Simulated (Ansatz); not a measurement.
Geometry optimisation, Ansatz 0.2.0, RKS PBE/def2-SVP.

Input:

```yaml
crystal:
  periodic: [false, false, false]
  atoms:
    - { symbol: Ga, position_ang: [0.009443, 0.517207, -0.251592] }
    - { symbol: Cl, position_ang: [-0.19216, -0.195445, 3.104158] }
    - { symbol: O, position_ang: [1.611124, -0.149423, -0.731787] }
    - { symbol: H, position_ang: [1.539185, -0.994278, -1.211959] }
    - { symbol: O, position_ang: [-1.63656, -0.081358, -0.634974] }
    - { symbol: H, position_ang: [-1.64035, -1.001018, -0.957842] }
    - { symbol: O, position_ang: [0.049493, 2.086886, 0.626918] }
    - { symbol: H, position_ang: [0.967588, 2.413391, 0.678826] }
    - { symbol: H, position_ang: [-0.264663, 1.011139, 2.522053] }
basis:
  gaussian: { orbitals: def2-SVP }
hamiltonian:
  xc: pbe
relax:
  f_tol: 0.03
  max_steps: 50
```

Launched with:

```bash
$ ansatz run input.yaml --threads 2 --pin off --max-ram 3072MiB --backend cpu --events-out ev --progress --plain --runs-dir out
```

Task: Where does it end, and by what steps?

Result: The run converged. After 21 steps the energy has fallen by 1.304 eV; H9 moved furthest, 1.29 Å. Parted: Cl2–H9 (1.34 → 2.95 Å). Joined: Ga1–Cl2 (3.44 → 2.19 Å), O7–H9 (2.20 → 0.98 Å).

```json
{"step": "0", "energy less start (eV)": "0.0000", "largest force component (eV/Å)": "0.752", "accepted": "yes"}
{"step": "1", "energy less start (eV)": "-0.1134", "largest force component (eV/Å)": "0.437", "accepted": "yes"}
{"step": "2", "energy less start (eV)": "-0.1588", "largest force component (eV/Å)": "0.765", "accepted": "yes"}
{"step": "3", "energy less start (eV)": "-0.2111", "largest force component (eV/Å)": "0.673", "accepted": "yes"}
{"step": "4", "energy less start (eV)": "-0.2800", "largest force component (eV/Å)": "0.724", "accepted": "yes"}
{"step": "5", "energy less start (eV)": "-0.4216", "largest force component (eV/Å)": "1.785", "accepted": "yes"}
{"step": "6", "energy less start (eV)": "-0.6531", "largest force component (eV/Å)": "3.508", "accepted": "yes"}
{"step": "7", "energy less start (eV)": "-1.0013", "largest force component (eV/Å)": "1.246", "accepted": "yes"}
{"step": "8", "energy less start (eV)": "-1.0924", "largest force component (eV/Å)": "1.047", "accepted": "yes"}
{"step": "9", "energy less start (eV)": "-1.0849", "largest force component (eV/Å)": "0.871", "accepted": "no"}
{"step": "10", "energy less start (eV)": "-1.1790", "largest force component (eV/Å)": "0.346", "accepted": "yes"}
{"step": "11", "energy less start (eV)": "-1.2035", "largest force component (eV/Å)": "0.737", "accepted": "yes"}
{"step": "12", "energy less start (eV)": "-1.2336", "largest force component (eV/Å)": "0.431", "accepted": "yes"}
{"step": "13", "energy less start (eV)": "-1.2507", "largest force component (eV/Å)": "0.810", "accepted": "yes"}
{"step": "14", "energy less start (eV)": "-1.2681", "largest force component (eV/Å)": "0.746", "accepted": "yes"}
{"step": "15", "energy less start (eV)": "-1.1647", "largest force component (eV/Å)": "1.108", "accepted": "no"}
{"step": "16", "energy less start (eV)": "-1.2925", "largest force component (eV/Å)": "0.342", "accepted": "yes"}
{"step": "17", "energy less start (eV)": "-1.2968", "largest force component (eV/Å)": "0.281", "accepted": "yes"}
{"step": "18", "energy less start (eV)": "-1.3030", "largest force component (eV/Å)": "0.050", "accepted": "yes"}
{"step": "19", "energy less start (eV)": "-1.3036", "largest force component (eV/Å)": "0.055", "accepted": "yes"}
{"step": "20", "energy less start (eV)": "-1.3039", "largest force component (eV/Å)": "0.031", "accepted": "yes"}
{"step": "21", "energy less start (eV)": "-1.3039", "largest force component (eV/Å)": "0.005", "accepted": "yes"}
```

```xyz
9
Properties=species:S:1:pos:R:3
Ga -0.138 -0.127 0.365
Cl -0.423 -0.843 2.410
O 1.589 0.131 -0.197
H 1.750 -0.195 -1.101
O -1.380 -0.404 -0.908
H -2.222 -0.711 -0.524
O 0.073 1.937 0.839
H 0.988 1.849 0.450
H 0.206 1.972 1.809
```

Whether the end is a true minimum wasn't checked by a vibrational analysis.

The run took 26 s on 2 threads of Intel(R) Xeon(R) Platinum 8559C (Emerald Rapids), on a shared host, peak memory 0.17 GiB.
